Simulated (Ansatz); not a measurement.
C2H8BN, SMILES `CBNC`, relaxed with RKS PBE0-D4/def2-TZVP in the Gaussian-basis code of Ansatz from a PBE-D4/def2-SVP geometry. The force threshold is 0.005 eV/Å; the program also tests the step.

Charge 0, multiplicity 1.

Start:

```xyz
12

C    -1.699    0.287    1.044
B    -0.454   -0.409    0.366
N     0.492    0.315   -0.376
C     1.673   -0.194   -1.045
H    -1.766    1.383    0.877
H    -1.688    0.110    2.143
H    -2.645   -0.172    0.683
H    -0.269   -1.614    0.467
H     0.361    1.326   -0.479
H     1.739   -1.288   -0.887
H     1.647   -0.008   -2.142
H     2.608    0.265   -0.652
```

| step | energy (eV) | largest force (eV/Å) | largest move (Å) |
| --- | --- | --- | --- |
| 1 | -4368.2513 | 0.543 | 0.000 |
| 2 | -4368.2953 | 0.154 | 0.024 |
| 3 | -4368.2991 | 0.026 | 0.009 |
| 4 | -4368.2991 | 0.017 | 0.002 |
| 5 | -4368.2991 | 0.004 | 0.003 |

End:

```xyz
12

C    -1.684    0.281    1.037
B    -0.445   -0.405    0.362
N     0.486    0.319   -0.373
C     1.660   -0.195   -1.037
H    -1.744    1.361    0.872
H    -1.677    0.107    2.118
H    -2.616   -0.166    0.673
H    -0.258   -1.590    0.461
H     0.359    1.315   -0.475
H     1.716   -1.271   -0.875
H     1.627   -0.014   -2.116
H     2.577    0.258   -0.646
```

Hardware: 2 threads of a server CPU on a shared host. Wall time 22 s, peak host memory 0.35 GiB.
